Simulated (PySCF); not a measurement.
C7H10F2O2.
Structure used (GFN2-xTB), in Å, numbered top down from 1:
```xyz
21
C7H10F2O2 angstrom
C      3.166    0.555   -1.291
C      1.890    0.344   -1.027
C      1.388   -0.697   -0.078
C      0.537   -0.076    1.026
O      0.085   -1.030    1.997
C     -1.286   -0.842    1.651
C     -0.919    0.279    0.673
O     -1.266    0.065   -0.697
C     -2.507    0.413   -1.035
F     -3.458   -0.242   -0.316
F     -2.763    1.729   -0.810
H      3.487    1.310   -1.988
H      3.945   -0.028   -0.828
H      1.122    0.936   -1.505
H      0.778   -1.426   -0.616
H      2.219   -1.220    0.397
H      1.084    0.741    1.509
H     -1.711   -1.728    1.172
H     -1.895   -0.550    2.509
H     -1.232    1.281    0.978
H     -2.672    0.204   -2.102
```

Mayer bond orders were computed from the PBE0/pcSseg-1 density (PySCF). One conformer (not necessarily the lowest) at the GFN2-xTB geometry, without solvent, vibrations or thermal averaging.

**Question.** The orders 0.81, 0.94, 1.02, 1.11, 1.98 belong to the bonds C1–C2, C2–C3, C7–O8, O8–C9, C9–F11, in another order. Match them.

**Answer.** C7–O8 0.81; C9–F11 0.94; C2–C3 1.02; O8–C9 1.11; C1–C2 1.98.

**Question.** Set the orders of all bonds between heavy atoms beside their lengths and the difference of the IAO charges at their ends.

**Answer.** 
| bond | Mayer order | length (Å) | q(first) − q(second) (e) |
| --- | --- | --- | --- |
| C1–C2 | 1.984 | 1.319 | -0.185 |
| O8–C9 | 1.110 | 1.333 | -0.957 |
| C6–C7 | 1.032 | 1.533 | -0.093 |
| C2–C3 | 1.019 | 1.496 | +0.141 |
| C7–C4 | 1.011 | 1.540 | -0.068 |
| C3–C4 | 0.993 | 1.526 | -0.376 |
| C9–F10 | 0.946 | 1.360 | +0.910 |
| C9–F11 | 0.945 | 1.359 | +0.908 |
| O5–C6 | 0.936 | 1.427 | -0.366 |
| C4–O5 | 0.906 | 1.434 | +0.527 |
| C7–O8 | 0.810 | 1.429 | +0.394 |

For a closed shell the Mayer order of atoms A and B is Σ (PS)μν (PS)νμ over the basis functions μ on A and ν on B, with P the density and S the overlap matrix.
